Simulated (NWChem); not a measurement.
System: CH$_{3}$Si cation, singlet

The following NWChem deck was run.

```
start job
memory heap 200 mb stack 900 mb global 1100 mb
charge 1
geometry units angstroms noautosym nocenter noautoz
  C      0.000000     0.000000     1.073288
  Si     0.000000     0.000000    -0.750074
  H     -0.514171    -0.906762     1.482196
  H     -0.528193     0.898666     1.482196
  H      1.042364     0.008095     1.482196
end
basis spherical
  * library 6-311g**
end
dft
  xc bhlyp
  iterations 150
end
tddft
  cis
  ecut -9.0
  nroots 6
  notriplet
end
task tddft energy
```

Low-valent species are run as closed-shell singlets; no triplet was tried in these runs. All runs use the structure optimised with PBE-D3(BJ)/def2-SVP.

Core excitations by TDA in a window of 1s orbitals, non-relativistic and unshifted: absolute energies depend strongly on the exact-exchange share.

Q: Give the results of this calculation. (BHandHLYP/6-311G** (spherical d), restricted-window TDA.) Quantities: first 1s excitation (eV); dipole oscillator strength of the first; first state with f > 0.002 (eV); dipole oscillator strength of that state.

A: 
```yaml
first 1s excitation (eV): 281.9
dipole_oscillator_strength_of_the_first: 0.0032
first state with f > 0.002 (eV): 281.9
dipole_oscillator_strength_of_that_state: 0.0032
```
